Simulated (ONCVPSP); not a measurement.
Before and after: ONCV potential for Cr

- Element: Cr (Z = 24)
- Generator: ONCVPSP 4.0.1
- Type: optimised norm-conserving Vanderbilt (ONCV)
- Functional: Wu-Cohen
- Relativity: scalar-relativistic
- Frozen core: [Ne]
- Valence charge: 14
- Reference configuration: 3s2 3p6 3d5 (charge +1)
- Partial waves: 3s: rc 1.30 bohr, ncon 5, nbas 9, qcut 11.4 1/bohr, 2 projectors, debl 3.3 Ha; 3p: rc 1.15 bohr, ncon 5, nbas 8, qcut 13.7 1/bohr, 1 projector; 3d: rc 1.70 bohr, ncon 4, nbas 8, qcut 10.4 1/bohr, 3 projectors, debl 3.1 Ha
- Local potential: polynomial inside 1.10 bohr (lpopt 5, dvloc0 -1 Ha)
- Core correction: Teter function, fcfact 3, rcfact 1.2

All-electron outer shells of the reference configuration (Wu-Cohen, scalar-relativistic, ld1.x):

```
shell  level (eV)  outermost node (bohr)  outermost maximum (bohr)
   3s      -80.73                   0.36                      0.78
   3p      -52.34                   0.33                      0.80
   3d       -9.83                      –                      0.84
```

Change: all radii but the core radius scaled by about 0.91 (s 1.18, p 1.04, d 1.54 bohr); local potential polynomial inside 1.00 bohr (lpopt 5, dvloc0 -1 Ha).

Cutoffs: the cutoffs (Ha) at which the residual kinetic energy of the hardest occupied pseudo-wave falls to 1 and 0.1 mHa per electron; they do not see the model core or the augmentation charge, which bear on the density cutoff. Errors are all-electron minus pseudo energies relative to the spin-unpolarised reference configuration.

Predict the effect on cutoff, ghosts and configuration errors.

The potential gets neither clearly harder nor softer (57 Ha and 71 Ha → 61 Ha and 76 Ha); of the 4 tests that both files solve, the error grows in 0 and shrinks in 3 by more than 15 % and 0.3 meV (median size 8.1 → 5.5 meV); neither file shows a bound ghost. Less of the atom is replaced, so other configurations are described better.

| quantity | base | changed |
| --- | --- | --- |
| cutoff, loose | 57 Ha | 61 Ha |
| cutoff, tight | 71 Ha | 76 Ha |
| loose cutoff by channel | s 44 Ha, p 57 Ha, d 37 Ha | s 47 Ha, p 61 Ha, d 40 Ha |
| bound ghosts | none | none |
| GHOST(+) flags under 300 eV | none | none |
| error for 3s2 3p6 3d5 4s1, meV [ΔE -6.84 eV] | +3.8 | +2.8 |
| error for 3s2 3p6 3d4, meV [ΔE 16.02 eV] | +12 | +8.2 |
| error for 3s2 3p6 3d3, meV [ΔE 46.75 eV] | +130 | +89 |
| error for 3s2 3p6 3d5 4s0.5, meV [ΔE -4.14 eV] | +1.4 | +1.2 |
| rms error of d²Exc/dni dnj with the model core, mHa | 1.38 | 1.56 |
